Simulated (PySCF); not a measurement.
Species: C6H7N2S (doublet state).
Structure used (GFN2-xTB), in Å, numbered top down from 1:
```
atom  x, y, z in Å
C1    -2.2194   -1.2045   -0.2474
C2    -1.2059   -0.3073   -0.1514
C3    -1.4742    1.1611   -0.2579
C4     0.1159   -0.7621    0.0519
C5     1.2700    0.0198    0.1727
C6     2.5863   -0.5262    0.3797
N7     3.5242    0.3680    0.4639
S8     2.8458    1.8529    0.2984
N9     1.3237    1.3593    0.1144
H10   -2.0451   -2.2642   -0.1727
H11   -3.2364   -0.8899   -0.4014
H12   -2.5329    1.3508   -0.4133
H13   -1.1454    1.6669    0.6472
H14   -0.9058    1.5859   -1.0822
H15    0.2683   -1.8302    0.1240
H16    2.8234   -1.5714    0.4627
```

The hyperfine couplings belong to this conformer and change with its torsions.

As a line formula: `C=C(C)[CH]c1cnsn1` [radical].

Level of theory: PySCF, UKS B3LYP, pcH-1 on C H N S, non-relativistic, mean-field spin-orbit, GIAO. The structure is a single GFN2-xTB conformer in the gas phase; no vibrational or solvent corrections. Couplings are sensitive to structure, and on GFN2-xTB geometries they can be far from those on DFT ones. The SCF solution wasn't tested for stability. ⟨S²⟩ is 0.782 where a pure state has 0.75.

**Question.** Where do the isotropic ENDOR lines of N9, H15, H11, H10, H12/H13/H14 and H16 fall at 339.4 mT, to first order?

**Answer.** ν± = |νn ± a/2|, one line for each electron-spin manifold; νn = |g_N| × 7.62259 MHz/T × B.

```tsv
nuclei	isotope	g_N	νn (MHz)	a_iso (MHz)	lower line (MHz)	upper line (MHz)
N9	14N	0.4038	1.04	9.75	3.83	5.92
H15	1H	5.5857	14.45	-34.40	2.75	31.65
H11	1H	5.5857	14.45	-31.67	1.38	30.29
H10	1H	5.5857	14.45	-29.80	0.45	29.35
H12/H13/H14	1H	5.5857	14.45	-10.24	9.33	19.57
H16	1H	5.5857	14.45	-4.87	12.02	16.89
```

**Question.** Which pairs are centred on the nuclear Larmor frequency, and which on half the coupling?

**Answer.** Centred on νn, since |a| < 2νn: H12/H13/H14 and H16. Centred on |a|/2 and split by 2νn: N9, H15, H11 and H10.

Couplings of abundant isotopes left out: N7 (-2.7 MHz).

Class means assume fast exchange of nuclei equivalent by connectivity; if that motion is slow, each nucleus keeps its own coupling. The three 1H nuclei of mean -10.2 MHz run from -14.5 to -1.8 MHz in the frozen geometry.

The run took 1.8 min wall (with the writing of density and orbital grids) on an Arm Neoverse V2 with one thread, on a shared host, and the process peaked at 1.2 GiB of memory.
